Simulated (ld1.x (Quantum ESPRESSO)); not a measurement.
Which change was made? (Re, TM)

rhenium (Re), norm-conserving Troullier–Martins (Kleinman–Bylander form), made with ld1.x (Quantum ESPRESSO) 7.5 (PBEsol, scalar-relativistic). Core [Xe] 4f14, reference 5d5 6s1.5 6p0 (charge +0.5). Waves: 6s (bound): rc 2.10 bohr; 5d (bound): rc 1.85 bohr; 6p (bound, empty): rc 3.25 bohr. Local part: the p channel. Core correction: none.

Cutoffs, loose and tight: the cutoffs (Ry, on a coarse ladder) from which the occupation-weighted sum of valence levels, in a spherical-Bessel basis at the reference potential, stays within 10 and 1 mRy of its value at 400 Ry. They do not see the model core or the augmentation charge, which bear on the density cutoff. Test errors are all-electron minus pseudo excitation energies from the reference, over the configurations 5d5 6s2 6p0; 5d5 6s1 6p0; 5d5 6s0 6p0; 5d6 6s1 6p0; 5d3 6s0 6p0; 5d5 6s0 6p2; 5d5.5 6s1.5 6p0; variants that change the core or the reference have their own tests. The largest error is taken over the tests solved by every variant that gives reliable tests at all, those not shown here included: 5d3 6s0 6p0; 5d5 6s0 6p0; 5d5 6s0 6p2; 5d5 6s1 6p0; 5d5.5 6s1.5 6p0; 5d6 6s1 6p0.

The base gives: outcome: generated; cutoff, loose: 35 Ry; cutoff, tight: 40 Ry; bound ghosts: none; largest test error (meV): -502.

After one change the result is: outcome: generated; cutoff, loose: 35 Ry; cutoff, tight: 40 Ry; bound ghosts: none; largest test error (meV): -907. Which change was it?
A. local potential the s channel
B. core correction a·sin(br)/r model core inside 2.04 bohr
C. functional PBE
D. reference 5d5 6s1 6p0

B. The others give: reference 5d5 6s1 6p0 → outcome: generated; cutoff, loose: 35 Ry; cutoff, tight: 40 Ry; bound ghosts: none; largest test error (meV): -150 | functional PBE → outcome: generated; cutoff, loose: 35 Ry; cutoff, tight: 40 Ry; bound ghosts: none; largest test error (meV): -373 | local potential the s channel → outcome: generated; cutoff, loose: 35 Ry; cutoff, tight: 40 Ry; bound ghosts: none; largest test error (meV): -235.
